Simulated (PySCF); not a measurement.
# What a mistake does to a calculation on AlCGeH6O

All numbers below are calculated, not measured. They come from PySCF 2.14.0, an open-source quantum chemistry program, on an isolated molecule that a program drew, which may never have been made. The molecule is AlCGeH6O (charge 0, doublet), drawn as the SMILES string `[CH2][Al]([OH])[GeH3]`.

Each row is a Hartree-Fock (HF) and frozen-core CCSD(T) single point in the cc-pV(D+d)Z basis, meant for a local HF minimum. Run 1 is clean. Each other run has one planted mistake out of seven kinds, and not every kind appears here: one electron removed, one electron added, multiplicity raised by two, geometry at a saddle point, minimal basis STO-3G, one bond length entered in bohr, all coordinates scaled. The reference is restricted for singlets and unrestricted otherwise, and also for a bond in bohr. Adding or removing an electron swaps singlet and doublet. Electrons count all cores. HOMO and LUMO are orbital energies over both spins, the gradient is its largest component, and the lowest frequency (negative if imaginary) is given only where the gradient is small. Bond lengths are over the 9 bonds as drawn. T1 is the CCSD diagnostic: over 0.02 (restricted) or 0.045 (unrestricted) a single reference is doubtful. Germanium has the cc-pVDZ-PP basis, with a core potential (ECP10MDF) in place of its 10 inner electrons, and its 3s, 3p and 3d shells are frozen in CCSD(T).

Geometry of the clean run:
```xyz
10
AlCGeH6O, angstrom
C    -1.6935   -2.7217   -1.6372
Al   -0.2403   -2.1130   -0.5205
O     0.8022   -0.8895   -1.0487
Ge    0.2472   -3.0292    1.7449
H    -2.3909   -3.5059   -1.3420
H    -1.9199   -2.3319   -2.6302
H     0.8066   -0.4053   -1.8571
H     0.1503   -1.9473    2.8333
H     1.6646   -3.6191    1.8307
H    -0.7260   -4.1516    2.1477
```

```
run,electrons,basis functions,<S^2>,HOMO (eV),LUMO (eV),gradient (hartree/bohr),lowest frequency (cm^-1),mean bond (Å),longest bond (Å),T1,HF (hartree),CCSD(T) (hartree),mistake
1,65,104,0.758,-9.91,1.05,4.0e-05,30,1.5392,2.492,0.0138,-651.55082,-652.07819,no fault
2,65,104,3.769,-4.71,-1.76,3.5e-02,-,1.5392,2.492,0.0204,-651.37370,-651.88933,multiplicity raised by two
3,66,104,0.000,-1.22,7.45,5.4e-02,-,1.5392,2.492,0.0168,-651.53373,-652.10844,one electron added
4,65,104,1.619,-8.39,0.98,6.0e-03,-,1.6913,2.909,0.0381,-651.45376,-651.96710,one bond length entered in bohr
5,65,104,0.756,-9.93,1.18,1.1e-01,-,1.4022,2.270,0.0120,-651.46250,-651.97871,all coordinates scaled
6,64,104,0.000,-14.70,-7.30,6.2e-02,-,1.5392,2.492,0.0206,-651.22753,-651.73951,?
```

**Which mistake was planted in run 6, and what did it cost?**

It counts 64 electrons, one fewer than the clean run, at the same geometry and basis. So the mistake is: one electron removed. Subtracting run 1 and multiplying by 627.51 kcal/mol a hartree, the energy moved by 202.9 kcal/mol in HF and 212.5 kcal/mol in CCSD(T).

Cautions from the logs. Run 6: T1 is over the limit, so its CCSD(T) energy is less reliable.
